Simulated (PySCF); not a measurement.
Field gradients at the hydrogen positions

Species: CH12OSi4.
Numbering: `[CH3:1][O:2][SiH2:3][SiH:4]([SiH3:5])[SiH3:6]` (hydrogens: H7, H8, H9 on C1; H10, H11 on Si3; H12 on Si4; H13, H14, H15 on Si5; H16, H17, H18 on Si6)

Structure used (GFN2-xTB), in Å, numbered top down from 1:
```xyz
18
CH12OSi4 angstrom
C      2.896   -0.017   -0.936
O      1.595   -0.049   -0.447
Si     1.092   -0.691    0.965
Si    -1.134   -0.182    0.668
Si    -1.553    2.109    0.535
Si    -2.123   -1.370   -1.079
H      2.887    0.484   -1.905
H      3.289   -1.029   -1.057
H      3.552    0.531   -0.256
H      1.834   -0.073    2.079
H      1.504   -2.105    1.037
H     -1.780   -0.655    1.921
H     -0.780    2.909    1.493
H     -2.959    2.448    0.782
H     -1.237    2.654   -0.789
H     -1.603   -0.954   -2.385
H     -1.914   -2.821   -1.011
H     -3.576   -1.184   -1.152
```

Level: PBE0/pcSseg-1 (PySCF, non-relativistic); Q(2H) = 0.00286 b; rigid geometry, the same for H and D, with no vibrational averaging.

Question: Rank these positions by the coupling χzz of a deuteron there, largest first.
A. H9 (methyl hydrogen)
B. H14 (Si–H hydrogen)
C. H10 (Si–H hydrogen)

Answer: A (200 kHz), B (109 kHz), C (103 kHz).

What are Vzz, η and χzz (234.96 MHz × Q × Vzz) at all hydrogens?

| atom | bonded to | bond length (Å) | Vzz (au) | η | χzz (kHz) |
| --- | --- | --- | --- | --- | --- |
| H7 | C1 | 1.091 | 0.3015 | 0.07 | 203 |
| H8 | C1 | 1.093 | 0.2970 | 0.08 | 200 |
| H9 | C1 | 1.093 | 0.2970 | 0.08 | 200 |
| H10 | Si3 | 1.474 | 0.1533 | 0.05 | 103 |
| H11 | Si3 | 1.474 | 0.1532 | 0.04 | 103 |
| H12 | Si4 | 1.487 | 0.1514 | 0.00 | 102 |
| H13 | Si5 | 1.468 | 0.1620 | 0.01 | 109 |
| H14 | Si5 | 1.467 | 0.1626 | 0.00 | 109 |
| H15 | Si5 | 1.467 | 0.1626 | 0.01 | 109 |
| H16 | Si6 | 1.466 | 0.1629 | 0.01 | 109 |
| H17 | Si6 | 1.467 | 0.1623 | 0.01 | 109 |
| H18 | Si6 | 1.467 | 0.1628 | 0.01 | 109 |

Average by the element that carries the hydrogen.

on C: 201 kHz over 3 positions, mean bond length 1.092 Å; on Si: 107 kHz over 9 positions, mean bond length 1.471 Å.

How does χzz go with the bond length over the 9 Si–H bonds?

A straight-line fit has a slope of -4.4 kHz for each 0.01 Å, with a correlation coefficient of -0.90, over lengths from 1.466 to 1.487 Å. The longer bonds have the smaller couplings here.

A static deuteron (I = 1) shows a doublet split by (3/2)χ, (3/4)χ(1 + η) and (3/4)χ(1 − η) with the field along z, y and x of the gradient. What are these for H12?

With |χ| = 101.7 kHz and η = 0.003: 153, 76 and 76 kHz, to first order and without motion.

Isolated species at its GFN2-xTB geometry (one conformer only). GFN2-xTB bond lengths can be off by several hundredths of an ångström, more for odd bonds, and the gradients follow them. A larger basis could move these couplings by a tenth or more.

The run behind these numbers computed NMR shieldings as well. Hardware: an Intel Xeon at 2.50 GHz with one thread, shared host with 64 logical CPUs at a one-minute load of 57. Cost: 1.9 min wall (grids of density and orbitals included), 0.86 GiB resident at most.
